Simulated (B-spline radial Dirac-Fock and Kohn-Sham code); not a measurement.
## Compton profile of Ta⁺

System: the Ta⁺ ion in the configuration [Xe] 4f14 5d2 6s1 6p1 (not the ground configuration).

The computed values come from a radial B-spline solver: the impulse approximation on configuration-average Dirac-Fock orbitals. pz is in atomic units of momentum; subshell profiles are per electron, for a selection of subshells; open shells are spread over both j values by their weights.

| pz | J total | J 2p1/2 | J 6p1/2 | J 6p3/2 |
| --- | --- | --- | --- | --- |
| 0 | 9.806 | 0.0180 | 0.943 | 1.00 |
| 0.1 | 9.706 | 0.0180 | 0.941 | 0.997 |
| 0.2 | 9.412 | 0.0180 | 0.906 | 0.952 |
| 0.3 | 8.959 | 0.0180 | 0.800 | 0.820 |
| 0.4 | 8.439 | 0.0180 | 0.628 | 0.616 |
| 0.5 | 7.950 | 0.0180 | 0.436 | 0.404 |
| 0.6 | 7.544 | 0.0180 | 0.270 | 0.233 |
| 0.8 | 6.946 | 0.0180 | 0.0816 | 0.0628 |
| 1 | 6.450 | 0.0180 | 0.0274 | 0.0250 |
| 1.2 | 5.951 | 0.0180 | 0.0198 | 0.0223 |
| 1.4 | 5.462 | 0.0180 | 0.0195 | 0.0211 |
| 1.6 | 5.025 | 0.0180 | 0.0175 | 0.0174 |
| 1.8 | 4.658 | 0.0180 | 0.0140 | 0.0127 |
| 2 | 4.364 | 0.0180 | 0.0103 | 0.00862 |
| 2.5 | 3.859 | 0.0180 | 0.00377 | 0.00274 |
| 3 | 3.507 | 0.0180 | 0.00139 | 0.00112 |
| 4 | 2.843 | 0.0180 | 0.000839 | 0.000894 |
| 5 | 2.205 | 0.0179 | 0.000699 | 0.000635 |
| 7 | 1.331 | 0.0178 | 0.000188 | 0.000138 |
| 10 | 0.7589 | 0.0172 | 6.41e-05 | 6.77e-05 |
| 15 | 0.3736 | 0.0151 | 3.14e-05 | 2.42e-05 |
| 20 | 0.2048 | 0.0121 | 6.49e-06 | 5.21e-06 |
| 30 | 0.07706 | 0.00630 | 3.53e-06 | 3.72e-06 |
| 40 | 0.03541 | 0.00286 | 2.12e-06 | 1.80e-06 |
| 60 | 0.01103 | 0.000591 | < 1e-6 | < 1e-6 |
| 100 | 0.002142 | 4.79e-05 | < 1e-6 | < 1e-6 |

J(0) = 9.806. The 6s1/2 subshell gives the largest part, 13 %.

Mean momentum ⟨p⟩ by subshell (a.u.): 1s1/2 75.5, 2s1/2 27.0, 2p1/2 35.6, 2p3/2 31.6, 3s1/2 13.6, 3p1/2 16.2, 3p3/2 15.0, 3d3/2 18.1, 3d5/2 17.7, 4s1/2 6.90, 4p1/2 7.74, 4p3/2 7.23, 4d3/2 7.89, 4d5/2 7.71, 4f5/2 7.46, 4f7/2 7.36, 5s1/2 2.67, 5p1/2 2.79, 5p3/2 2.56, 5d3/2 2.04, 5d5/2 1.98, 6s1/2 0.843, 6p1/2 0.784, 6p3/2 0.739.
